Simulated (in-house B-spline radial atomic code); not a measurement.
Configurations of the ruthenium ion Ru⁺, with energies counted from [Kr] 4d7. Computed with a radial B-spline atomic code at the basis-set limit: non-relativistic wB97X, spin-polarised, spherical fractional occupations, point nucleus. Shells without spins written out take the highest spin.

Caution: exact exchange at fractional occupations of open shells leaves self-interaction of up to several eV.

Occupations are held fixed; configurations that lie above the ionisation limit could autoionise.

```csv
configuration,E - E(ref) (eV),highest orbital,its <r> (bohr)
"[Kr] 4d(4 up, 3 down)",4.8148,4d down,1.649
[Ar] 3d10 4s2 4p5 4d8,44.018,4d down,1.655
"[Ar] 3d10 4s2 4p(2 up, 3 down) 4d(2 up, 5 down) 5s(0 up, 1 down)",46.853,4d up,1.613
[Ar] 3d10 4s2 4p5 4d7 5p1,53.14,5p up,3.884
[Ar] 3d10 4s2 4p5 4d7 5d1,57.536,5d up,7.097
```

Order these further configurations by energy, lowest first.
A. [Ar] 3d9 4s2 4p6 4d7 5p1
B. [Kr] 4d6 5s1
C. [Kr] 4d(4 up, 2 down) 5s(0 up, 1 down)
D. [Ar] 3d10 4s2 4p(3 up, 2 down) 4d(2 up, 5 down) 5d(1 up, 0 down)
E. [Ar] 3d9 4s2 4p6 4d7 5s1

B (0.66386 eV), C (8.3248 eV), D (60.655 eV), E (293.17 eV), A (299.41 eV).

How far above the reference does [Kr] 4d6 5p1 lie?

6.8394 eV; its least bound orbital is 5p up with <r> = 3.941 bohr.
